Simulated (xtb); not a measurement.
A run for xtb: GFN2-xTB on BH3O (SMILES BO), a point of a torsion scan.

```
$ xtb mol.xyz --gfn 2 --opt vtight --chrg 0 --uhf 0 --input xcontrol
5

B     -0.44845741    -0.00469307     0.09614838
O      0.92691483    -0.43110200     0.28438219
H     -1.26235328    -0.83039521    -0.15293331
H     -0.76026307     1.13032732     0.02694352
H      1.00399769    -1.41816142     0.17191236
$constrain
  force constant=1.0
  dihedral: 3,1,2,5,0.0
$end
```

It printed:

```
[...]
           -------------------------------------------------
          |                Calculation Setup                |
           -------------------------------------------------



           -------------------------------------------------
          |                 G F N 2 - x T B                 |
           -------------------------------------------------

        Reference                      10.1021/acs.jctc.8b01176
      * Hamiltonian:
        H0-scaling (s, p, d)           1.850000    2.230000    2.230000
        zeta-weighting                 0.500000
      * Dispersion:
        s8                             2.700000
        a1                             0.520000
        a2                             5.000000
        s9                             5.000000
      * Repulsion:
        kExp                           1.500000    1.000000
        rExp                           1.000000
      * Coulomb:
        alpha                          2.000000
        third order                    shell-resolved
        anisotropic                    true
        a3                             3.000000
        a5                             4.000000
        cn-shift                       1.200000
        cn-exp                         4.000000
        max-rad                        5.000000


          ...................................................
          :                      SETUP                      :
          :.................................................:
          :  # basis functions                  11          :
          :  # atomic orbitals                  11          :
          :  # shells                            7          :
          :  # electrons                        12          :
          :  max. iterations                   250          :
          :  Hamiltonian                  GFN2-xTB          :
          :  restarted?                      false          :
          :  GBSA solvation                  false          :
          :  PC potential                    false          :
          :  electronic temp.          300.0000000     K    :
          :  accuracy                    1.0000000          :
          :  -> integral cutoff          0.2500000E+02      :
          :  -> integral neglect         0.1000000E-07      :
          :  -> SCF convergence          0.1000000E-05 Eh   :
          :  -> wf. convergence          0.1000000E-03 e    :
          :  Broyden damping             0.4000000          :
          :  net charge                          0          :
          :  unpaired electrons                  0          :
          ...................................................

 iter      E             dE          RMSdq      gap      omega  full diag
   1     -6.7686931 -0.676869E+01  0.115E+01    6.40       0.0  T
   2     -6.8710457 -0.102353E+00  0.737E+00    4.69       1.0  T
   3     -6.8733623 -0.231658E-02  0.378E+00    5.32       1.0  T
   4     -6.8867389 -0.133766E-01  0.114E+00    4.97       1.0  T
   5     -6.8848985  0.184039E-02  0.961E-01    5.39       1.0  T
   6     -6.8894287 -0.453020E-02  0.294E-01    5.10       1.0  T
   7     -6.8898093 -0.380582E-03  0.387E-02    5.15       1.2  T
   8     -6.8898165 -0.723692E-05  0.765E-03    5.16       5.8  T
   9     -6.8898165  0.397182E-07  0.416E-03    5.16      10.8  T
  10     -6.8898165 -0.818400E-07  0.771E-04    5.16      58.0  T
  11     -6.8898165 -0.239657E-08  0.287E-04    5.16     155.6  T

   *** convergence criteria satisfied after 11 iterations ***

         #    Occupation            Energy/Eh            Energy/eV
      -------------------------------------------------------------
         1        2.0000           -0.6782444             -18.4560
         2        2.0000           -0.5731530             -15.5963
         3        2.0000           -0.5242251             -14.2649
         4        2.0000           -0.4779800             -13.0065
         5        2.0000           -0.4741632             -12.9026
         6        2.0000           -0.4262743             -11.5995 (HOMO)
         7                         -0.2366472              -6.4395 (LUMO)
         8                          0.0438369               1.1929
         9                          0.2361334               6.4255
        10                          0.3242840               8.8242
        11                          0.3439489               9.3593
      -------------------------------------------------------------
                  HL-Gap            0.1896271 Eh            5.1600 eV
             Fermi-level           -0.3314608 Eh           -9.0195 eV

 SCC (total)                   0 d,  0 h,  0 min,  0.002 sec
 SCC setup                      ...        0 min,  0.000 sec (  4.509%)
 Dispersion                     ...        0 min,  0.000 sec (  1.478%)
 classical contributions        ...        0 min,  0.000 sec (  0.849%)
 integral evaluation            ...        0 min,  0.000 sec ( 11.345%)

[...]
ectrons                  0          :
          ...................................................

 iter      E             dE          RMSdq      gap      omega  full diag
   1     -6.9203976 -0.692040E+01  0.467E-05    5.72       0.0  T
   2     -6.9203976 -0.351363E-11  0.181E-05    5.72    2476.6  T
   3     -6.9203976 -0.372147E-12  0.104E-05    5.72    4317.4  T

   *** convergence criteria satisfied after 3 iterations ***

         #    Occupation            Energy/Eh            Energy/eV
      -------------------------------------------------------------
         1        2.0000           -0.6923275             -18.8392
         2        2.0000           -0.5913688             -16.0920
         3        2.0000           -0.5278470             -14.3634
         4        2.0000           -0.4948084             -13.4644
         5        2.0000           -0.4686614             -12.7529
         6        2.0000           -0.4129652             -11.2374 (HOMO)
         7                         -0.2026001              -5.5130 (LUMO)
         8                          0.1087282               2.9586
         9                          0.3227610               8.7828
        10                          0.3684812              10.0269
        11                          0.5266897              14.3320
      -------------------------------------------------------------
                  HL-Gap            0.2103650 Eh            5.7243 eV
             Fermi-level           -0.3077827 Eh           -8.3752 eV

 SCC (total)                   0 d,  0 h,  0 min,  0.001 sec
 SCC setup                      ...        0 min,  0.000 sec (  4.815%)
 Dispersion                     ...        0 min,  0.000 sec (  2.918%)
 classical contributions        ...        0 min,  0.000 sec (  0.533%)
 integral evaluation            ...        0 min,  0.000 sec ( 19.698%)
 iterations                     ...        0 min,  0.000 sec ( 23.721%)
 molecular gradient             ...        0 min,  0.000 sec ( 42.689%)
 printout                       ...        0 min,  0.000 sec (  4.911%)

         :::::::::::::::::::::::::::::::::::::::::::::::::::::
         ::                     SUMMARY                     ::
         :::::::::::::::::::::::::::::::::::::::::::::::::::::
         :: total energy              -6.863417800792 Eh    ::
         :: gradient norm              0.000153632268 Eh/a0 ::
         :: HOMO-LUMO gap              5.724323893220 eV    ::
         ::.................................................::
         :: SCC energy                -6.920397567792 Eh    ::
         :: -> isotropic ES            0.041304887995 Eh    ::
         :: -> anisotropic ES          0.004496566441 Eh    ::
         :: -> anisotropic XC         -0.000850929758 Eh    ::
         :: -> dispersion             -0.001006859316 Eh    ::
         :: repulsion energy           0.056979763356 Eh    ::
         :: add. restraining           0.000000003644 Eh    ::
         :: total charge               0.000000000000 e     ::
         :::::::::::::::::::::::::::::::::::::::::::::::::::::

           -------------------------------------------------
          |                Property Printout                |
           -------------------------------------------------

    * Orbital Energies and Occupations

         #    Occupation            Energy/Eh            Energy/eV
      -------------------------------------------------------------
         1        2.0000           -0.6923275             -18.8392
         2        2.0000           -0.5913688             -16.0920
         3        2.0000           -0.5278470             -14.3634
         4        2.0000           -0.4948084             -13.4644
         5        2.0000           -0.4686614             -12.7529
         6        2.0000           -0.4129652             -11.2374 (HOMO)
         7                         -0.2026001              -5.5130 (LUMO)
         8                          0.1087282               2.9586
         9                          0.3227610               8.7828
        10                          0.3684812              10.0269
        11                          0.5266897              14.3320
      -------------------------------------------------------------
                  HL-Gap            0.2103650 Eh            5.7243 eV
             Fermi-level           -0.3077827 Eh           -8.3752 eV

     #   Z          covCN         q      C6AA      α(0)
     1   5 B        2.662     0.323    16.881     6.916
     2   8 O        1.594    -0.410    21.084     6.197
     3   1 H        0.935    -0.124     6.473     3.978
     4   1 H        0.938    -0.091     5.235     3.577
     5   1 H        0.806     0.302     0.716     1.329

 Mol. C6AA /au·bohr⁶  :        204.663649
 Mol. C8AA /au·bohr⁸  :       4349.875625
 Mol. α(0) /au        :         21.996474


Wiberg/Mayer (AO) data.
largest (>0.10) Wiberg bond orders for each atom

 ---------------------------------------------------------------------------
     #   Z sym  total        # sym  WBO       # sym  WBO       # sym  WBO
 ---------------------------------------------------------------------------
     1   5 B    3.287 --     2 O    1.357     4 H    0.963     3 H    0.962
     2   8 O    2.265 --     1 B    1.357     5 H    0.887
     3   1 H    0.985 --     1 B    0.962
     4   1 H    0.992 --     1 B    0.963
     5   1 H    0.909 --     2 O    0.887
 ---------------------------------------------------------------------------

Topologies differ in total number of bonds
Writing topology from bond orders to xtbtopo.mol

molecular dipole:
                 x           y           z       tot (Debye)
 q only:        0.100      -0.473      -0.012
   full:        0.198      -0.727      -0.010       1.915
molecular quadrupole (traceless):
                xx          xy          yy          xz          yz          zz
 q only:       -0.988      -1.837       1.280      -0.208      -0.388      -0.292
  q+dip:       -1.897      -1.747       2.813      -0.217      -0.329      -0.916
Note: The following floating-point exceptions are signalling: IEEE_DENORMAL
normal termination of xtb
   full:       -2.187      -2.181       1.896      -0.511      -0.537       0.291

           -------------------------------------------------
          |                Geometry Summary                 |
           -------------------------------------------------

      molecular mass/u    :       29.8342552
   center of mass at/Å    :        0.2508218      -0.2767470       0.1489708
  moments of inertia/u·Å² :        0.2766927E+01   0.1602152E+02   0.1878845E+02
rotational constants/cm⁻¹ :        0.6092546E+01   0.1052187E+01   0.8972340E+00

 * 4 selected distances

     #   Z          #   Z                                           value/Å
     1   5 B        2   8 O                                       1.3254991 (max)
     1   5 B        3   1 H                                       1.1810877
     1   5 B        4   1 H                                       1.1719398
     2   8 O        5   1 H                                       0.9582032 (min)

 * 3 distinct bonds (by element types)

   Z      Z             #   av. dist./Å        max./Å        min./Å
   1 H    5 B           2     1.1765137     1.1810877     1.1719398
   1 H    8 O           1     0.9582032     0.9582032     0.9582032
   5 B    8 O           1     1.3254991     1.3254991     1.3254991


optimized geometry written to: xtbopt.xyz


           -------------------------------------------------
          | TOTAL ENERGY               -6.863417800792 Eh   |
          | GRADIENT NORM               0.000153632268 Eh/α |
          | HOMO-LUMO GAP               5.724323893220 eV   |
           -------------------------------------------------

------------------------------------------------------------------------
------------------------------------------------------------------------
 total:
 SCF:
 ANC optimizer:
```

The run finished.

Warnings raised: the energy holds the restraint's term.

Cost: about 0.03 core-seconds (a rough figure).
